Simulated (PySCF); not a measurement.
Isomers of C3H3Cl. Isolated molecules, 0 K electronic values unless said otherwise. Strings in code marks are SMILES.

The S1 excitation (TDA) from two functionals at the same geometries (B3LYP-D3(BJ)/def2-TZVP), both in PySCF: PBE-D3(BJ)/def2-TZVP and TPSSh-D3(BJ)/def2-TZVP. Excitations are Tamm–Dancoff values on a coarser integration grid. The basis has no diffuse functions, so Rydberg states are missing or too high.

```
species      PBE-D3(BJ)/def2-TZVP (eV)
-----------  -------------------------
`C#CCCl`                          5.47
`C(Cl)=C=C`                       4.53
`ClC1=CC1`                        6.06
```

Problem. What does TPSSh-D3(BJ)/def2-TZVP give for each?

Solution. 
- `C#CCCl`: 5.84
- `C(Cl)=C=C`: 4.83
- `ClC1=CC1`: 6.46
Over these rows, drawn at random from the members with no instability flagged (it was tested for open shells, ions and some series alone), PBE minus TPSSh-D3(BJ): mean -0.35 eV, from -0.40 eV to -0.30 eV.
